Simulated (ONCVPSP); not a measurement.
**What one change does to a pseudopotential (selenium, ONCV)**

* Element: selenium (Se)
* Generator: ONCVPSP 4.0.1
* Type: optimised norm-conserving Vanderbilt (ONCV)
* Functional: LDA (Perdew-Wang 92)
* Relativity: scalar-relativistic
* Frozen core: [Ar] 3d10
* Valence charge: 6
* Reference configuration: 4s2 4p3 (charge +1)
* Partial waves: 4s: rc 1.45 bohr, ncon 5, nbas 9, qcut 5.1 1/bohr, 2 projectors, debl 1.6 Ha; 4p: rc 1.55 bohr, ncon 3, nbas 6, qcut 4.9 1/bohr, 1 projector
* Local potential: polynomial inside 1.35 bohr (lpopt 5, dvloc0 0 Ha)
* Core correction: none

Change: p: rc 2.28.

Cutoffs: the cutoffs (Ha) at which the residual kinetic energy of the hardest occupied pseudo-wave falls to 1 and 0.1 mHa per electron; they do not see the model core or the augmentation charge, which bear on the density cutoff. Errors are all-electron minus pseudo energies relative to the spin-unpolarised reference configuration.

Problem. Predict the effect on cutoff, ghosts and configuration errors.

Solution. The potential gets neither clearly harder nor softer (12 Ha and 78 Ha → 12 Ha and 78 Ha); both files keep a bound ghost (s); of the 4 tests that both files solve, the error grows in 1 and shrinks in 2 by more than 15 % and 0.3 meV (median size 7.1 → 9.8 meV).

```tsv
quantity	base	changed
cutoff, loose	12 Ha	12 Ha
cutoff, tight	78 Ha	78 Ha
loose cutoff by channel	s 12 Ha, p 11 Ha	s 12 Ha, p 4.2 Ha
bound ghosts	s	s
GHOST(+) flags under 300 eV	none	none
error for 4s2 4p4, meV [ΔE -11.00 eV]	+6.4	+6.3
error for 4s2 4p2, meV [ΔE 20.55 eV]	+7.3	+2.6
error for 4s2 4p1, meV [ΔE 51.71 eV]	+49	+13
error for 4s1 4p4, meV [ΔE 11.59 eV]	+6.9	+15
s: phases at 1.47 bohr within 0.05 rad from the reference energy up to (Ha; the scan ends near 5)	to the end of the scan	to the end of the scan
```

 A true bound ghost makes a file unfit for plane-wave use even where its test errors are small: the radial tests pick states by their node count and pass the ghost by.
